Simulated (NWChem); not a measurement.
Species: Si$_{3}$H$_{7}$Cl; SMILES [SiH2]([SiH2]Cl)[SiH3]

```xyz
11

Si    -0.8378     2.2768     0.2133
Si     1.0267     0.9547    -0.3492
Si     0.8034    -1.2949     0.3024
Cl    -0.9402    -2.1197    -0.5146
H     -1.1109     2.1786     1.6733
H     -0.5693     3.7015    -0.1256
H     -2.0423     1.8246    -0.5318
H      1.2726     1.0040    -1.8186
H      2.2470     1.4831     0.3311
H      0.6998    -1.4263     1.7795
H      1.9443    -2.1242    -0.1671
```
Atoms are numbered in this order, from 1.

Level: B3LYP/6-31G* (spherical d) (NWChem), optimised geometry, unscaled harmonic frequencies. 

List the harmonic frequencies with IR intensities, and the thermochemistry.


| frequency (cm⁻¹) | IR intensity (km/mol) |
|---|---|
| 35 | 0.7 |
| 76 | 0.6 |
| 91 | 0.1 |
| 152 | 5.0 |
| 338 | 19.5 |
| 376 | 2.3 |
| 425 | 8.7 |
| 456 | 10.3 |
| 512 | 7.9 |
| 535 | 62.5 |
| 565 | 11.3 |
| 683 | 14.6 |
| 702 | 17.2 |
| 742 | 302.3 |
| 838 | 225.2 |
| 891 | 252.5 |
| 925 | 43.1 |
| 947 | 43.8 |
| 948 | 83.7 |
| 958 | 60.2 |
| 2211 | 83.4 |
| 2231 | 52.0 |
| 2237 | 110.6 |
| 2246 | 80.8 |
| 2250 | 127.4 |
| 2258 | 113.8 |
| 2260 | 193.5 |

```
Property                                                                            Value
-----------------------------------------------------------------------  ----------------
zero-point energy                                                           38.4 kcal/mol
thermal correction to the enthalpy at 298.15 K (with zero-point energy)     44.3 kcal/mol
heat capacity Cv                                                         28.5 cal/(mol K)
entropy at 298.15 K and 1 atm (symmetry number 1)                        92.2 cal/(mol K)
dipole moment                                                                      1.84 D
```

Rigid rotor and harmonic oscillator; modes under 100 cm⁻¹ make the entropy uncertain.
